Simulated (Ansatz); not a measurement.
Consider the cleavage of the Ge–Ge bond: `[Cl][GeH2][GeH2][Cl]` + `C[SeH]` → `C[Se][GeH2][Cl]` + `[Cl][GeH3]`.

Computed with Ansatz on PBE0-D4/def2-TZVP structures; ΔE is electronic, products minus reactants. CCSD(T)/CBS adds triple-zeta CCSD(T) − MP2 to the extrapolated MP2 energy (def2 sets, frozen cores). Functionals use def2-TZVPP. B3LYP here is the variant with VWN-RPA as its local correlation; programs differ in this. For Ge, Se outer-core shells are correlated without core-valence functions, which leaves a few kJ/mol of doubt a bond. Scalar relativity is left out up to krypton. One conformer a species, not always the lowest.

```json
{"level": "PBE-D4", "ΔE (kJ/mol)": "-30.1", "difference from CCSD(T)/CBS": "4.9"}
{"level": "r2SCAN-D4", "ΔE (kJ/mol)": "-34.5", "difference from CCSD(T)/CBS": "0.5"}
{"level": "B3LYP-D4", "ΔE (kJ/mol)": "-31.9", "difference from CCSD(T)/CBS": "3.1"}
{"level": "ωB97X-V", "ΔE (kJ/mol)": "-33.9", "difference from CCSD(T)/CBS": "1.1"}
{"level": "ωB97M-V", "ΔE (kJ/mol)": "-33.6", "difference from CCSD(T)/CBS": "1.4"}
{"level": "r2SCAN", "ΔE (kJ/mol)": "-34.2", "difference from CCSD(T)/CBS": "0.8"}
{"level": "B3LYP", "ΔE (kJ/mol)": "-29.1", "difference from CCSD(T)/CBS": "5.9"}
{"level": "HF/def2-TZVPP", "ΔE (kJ/mol)": "-38.2", "difference from CCSD(T)/CBS": "-3.2"}
{"level": "MP2/def2-TZVPP", "ΔE (kJ/mol)": "-39.4", "difference from CCSD(T)/CBS": "-4.4"}
{"level": "SCS-MP2/def2-TZVPP", "ΔE (kJ/mol)": "-37.9", "difference from CCSD(T)/CBS": "-2.9"}
{"level": "CCSD/def2-TZVPP", "ΔE (kJ/mol)": "-32.7", "difference from CCSD(T)/CBS": "2.3"}
{"level": "CCSD(T)/def2-TZVPP", "ΔE (kJ/mol)": "-33.9", "difference from CCSD(T)/CBS": "1.1"}
{"level": "MP2/def2-QZVPP", "ΔE (kJ/mol)": "-39.8", "difference from CCSD(T)/CBS": "-4.8"}
{"level": "SCS-MP2/def2-QZVPP", "ΔE (kJ/mol)": "-38.5", "difference from CCSD(T)/CBS": "-3.5"}
{"level": "HF/CBS(def2)", "ΔE (kJ/mol)": "-37.5", "difference from CCSD(T)/CBS": "-2.5"}
{"level": "MP2/CBS(def2)", "ΔE (kJ/mol)": "-40.5", "difference from CCSD(T)/CBS": "-5.5"}
{"level": "CCSD(T)/CBS", "ΔE (kJ/mol)": "-35.0", "difference from CCSD(T)/CBS": "0"}
```

Largest T1 diagnostic among the species: 0.010.

CCSD(T)/CBS has its own doubt, a few kJ/mol and more with outer-core shells, so smaller differences from it don't rank the levels.
